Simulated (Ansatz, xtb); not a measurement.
Protons, H atoms and electrons added to or taken from O[SiH3]. Gas-phase values, no solvent. One relaxed conformer stands for each flexible species; it need not be the lowest. Strings in code marks are SMILES.

Quantity: proton affinity at 298 K, in eV. Thermal and zero-point terms are GFN2-xTB rigid-rotor harmonic values (xtb).

Case: proton added at O1: `[OH2+][SiH3]`. The other species in the difference include `O[SiH3]` (neutral, multiplicity 1). Geometry of `[OH2+][SiH3]` (charge +1, multiplicity 1, Å):

```xyz
7

O      1.0012     0.0707    -0.1593
Si    -0.8210    -0.0451     0.0763
H      1.5755    -0.7010    -0.3002
H      1.5244     0.8574     0.0699
H     -0.9654    -0.3864     1.4936
H     -1.1174    -1.1145    -0.8791
H     -1.1972     1.3189    -0.3012
```

### Question
Predict the proton affinity at 298 K from frozen-core MP2/cc-pVTZ // B3LYP-D3(BJ)/def2-TZVP (Ansatz, a quantum-chemistry and plane-wave program).

### Answer
7.85 eV.
